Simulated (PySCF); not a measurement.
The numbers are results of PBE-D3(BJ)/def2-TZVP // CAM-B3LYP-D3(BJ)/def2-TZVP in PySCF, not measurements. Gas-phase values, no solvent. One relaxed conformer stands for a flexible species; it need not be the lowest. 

Reference species (SMILES): `[NH2][InH][NH2]` (neutral, multiplicity 1).

The LUMO is -1.03 eV and the HOMO is -5.19 eV.

Changed species: `[InH3]` (whole molecule; the reference has whole molecule).

### Question
Give the shifts of the LUMO and HOMO.

### Answer
the LUMO drops by 1.61 eV, to -2.64 eV; the HOMO decreases by 1.81 eV, to -7.00 eV.
